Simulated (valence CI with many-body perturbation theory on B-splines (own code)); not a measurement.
# Energy levels of Pd⁴¹⁺

Level of theory: valence CI with perturbative core correlation (CI+MBPT): three valence electrons over a frozen Dirac-Fock core [He], a basis of 11 s, 11 p, 10 d, 8 f, 5 g, 2 h functions for each j, with the one-electron correlation potential Σ1 (screened to all orders), the two-electron term Σ2, the three-electron term Σ3, Breit, model QED; selected single and double excitations, second order for the rest, scaled by the run's own slope (own B-spline code, finite nucleus).

The last digits are not significant, and no measured levels were compared; by estimate large intervals hold to a few tenths of a per cent, small ones and those within an open d or f shell to about a per cent.

Levels 91 to 135 of 199, with energies above the lowest level, (2s^2 2p1/2) J=1/2. "Leading %" is the weight of the configuration and term that name the level; weights of strongly mixed levels are sums over their largest components and can fall short. In the jj column 3d3/2^4 stands for four electrons in 3d with j = 3/2. Lifetimes count E1, E2, E3, M1 and M2 decay at the calculated energies, and are blank where another channel may lead or the interval is too uncertain; long ones can be off by a factor of two.

```tsv
No.	Configuration	Term	J	E (× 10³ cm⁻¹)	Leading %	g	Lifetime	Leading jj
91	2p2.3p	2P°	1/2	33618	84	0.683	15.9 fs	2p1/2 2p3/2 3p3/2 (98 %)
92	2p2.3d	4F	7/2	33648	57	1.113	326 fs	2p1/2 2p3/2 3d3/2 (66 %)
93	2p2.3d	4D	7/2	33678	48	1.257	228 fs	2p1/2 2p3/2 3d5/2 (74 %)
94	2p2.3d	4P	5/2	33716	38	1.215	4.90 fs	2p1/2 2p3/2 3d3/2 (51 %)
95	2p2.3d	4D	3/2	33739	40	1.105	7.71 fs	2p1/2 2p3/2 3d5/2 (64 %)
96	2p2.3d	2G	9/2	33777	58	1.195	1.87 ps	2p1/2 2p3/2 3d5/2 (99 %)
97	2p2.3d	4D	5/2	33801	38	1.151	4.45 fs	2p1/2 2p3/2 3d5/2 (61 %)
98	2p2.3d	4P	3/2	33804	47	1.399	3.49 fs	2p1/2 2p3/2 3d3/2 (65 %)
99	2p2.3d	4P	1/2	33820	42	1.867	3.58 fs	2p1/2 2p3/2 3d3/2 (97 %)
100	2p2.3d	2D	5/2	33882	57	1.198	2.92 fs	2p1/2 2p3/2 3d5/2 (82 %)
101	2p2.3d	2F	7/2	33917	60	1.105	3.30 fs	2p1/2 2p3/2 3d5/2 (92 %)
102	2p2.3d	2D	3/2	33939	62	0.944	4.74 fs	2p1/2 2p3/2 3d5/2 (98 %)
103	2p2.3d	2P	1/2	33963	67	1.040	4.09 fs	2p1/2 2p3/2 3d5/2 (96 %)
104	2p2.3s	4P	5/2	34110	56	1.414	149 fs	2p3/2^2 3s (94 %)
105	2p2.3s	2P	3/2	34158	53	1.155	27.1 fs	2p3/2^2 3s (98 %)
106	2p2.3s	2S	1/2	34460	73	1.970	47.2 fs	2p3/2^2 3s (97 %)
107	2p2.3p	2P°	3/2	34466	27	1.420	13.0 fs	2p3/2^2 3p1/2 (98 %)
108	2p2.3p	2D°	5/2	34489	46	1.176	12.5 fs	2p3/2^2 3p1/2 (98 %)
109	2p2.3p	2P°	1/2	34763	60	0.965	14.2 fs	2p3/2^2 3p3/2 (54 %)
110	2p2.3p	2D°	5/2	34795	53	1.298	15.6 fs	2p3/2^2 3p3/2 (99 %)
111	2p2.3p	4D°	7/2	34800	59	1.301	17.0 fs	2p3/2^2 3p3/2 (99 %)
112	2p2.3p	2P°	1/2	34858	81	0.902	13.1 fs	2p3/2^2 3p1/2 (54 %)
113	2p2.3p	2P°	3/2	35041	62	1.297	14.9 fs	2p3/2^2 3p3/2 (99 %)
114	2p2.3d	2D	3/2	35146	38	1.132	4.98 fs	2p3/2^2 3d3/2 (98 %)
115	2p2.3d	4D	5/2	35150	28	1.201	5.02 fs	2p3/2^2 3d3/2 (89 %)
116	2p2.3d	2P	1/2	35160	62	1.031	6.75 fs	2p3/2^2 3d3/2 (74 %)
117	2p2.3d	2F	7/2	35166	38	1.253	10.5 fs	2p3/2^2 3d5/2 (64 %)
118	2p2.3d	2F	7/2	35182	58	1.067	7.59 fs	2p3/2^2 3d3/2 (64 %)
119	2p2.3d	4F	9/2	35183	58	1.231	1.52 ps	2p3/2^2 3d5/2 (99 %)
120	2p2.3p	2P°	3/2	35200	69	1.314	14.9 fs	2p3/2^2 3p3/2 (98 %)
121	2p2.3d	2S	1/2	35288	43	1.821	4.80 fs	2p3/2^2 3d5/2 (74 %)
122	2p2.3d	2P	3/2	35362	54	1.225	4.00 fs	2p3/2^2 3d5/2 (86 %)
123	2p2.3d	2D	5/2	35391	63	1.146	3.81 fs	2p3/2^2 3d5/2 (92 %)
124	2p2.3d	2D	3/2	35537	84	0.825	3.68 fs	2p3/2^2 3d3/2 (86 %)
125	2p2.3d	2D	5/2	35598	70	1.183	5.14 fs	2p3/2^2 3d5/2 (96 %)
126	2s2.4s	2S	1/2	39484	97	1.998	48.0 fs	2s^2 4s (97 %)
127	2s2.4p	2P°	1/2	39634	97	0.662	80.6 fs	2s^2 4p1/2 (97 %)
128	2s2.4p	2P°	3/2	39807	97	1.331	92.2 fs	2s^2 4p3/2 (97 %)
129	2s2.4d	2D	3/2	39924	97	0.796	10.0 fs	2s^2 4d3/2 (97 %)
130	2s2.4d	2D	5/2	39975	97	1.197	10.6 fs	2s^2 4d5/2 (97 %)
131	2s2.4f	2F°	5/2	40043	97	0.854	22.3 fs	2s^2 4f5/2 (97 %)
132	2s2.4f	2F°	7/2	40067	97	1.140	22.6 fs	2s^2 4f7/2 (97 %)
133	2s.2p.4s	4P°	1/2	40180	78	2.227	52.5 fs	2s 2p1/2 4s (100 %)
134	2s.2p.4p	4D	1/2	40314	67	0.411	40.2 fs	2s 2p1/2 4p1/2 (100 %)
135	2s.2p.4s	4P°	3/2	40314	68	1.592	47.9 fs	2s 2p1/2 4s (97 %)
```
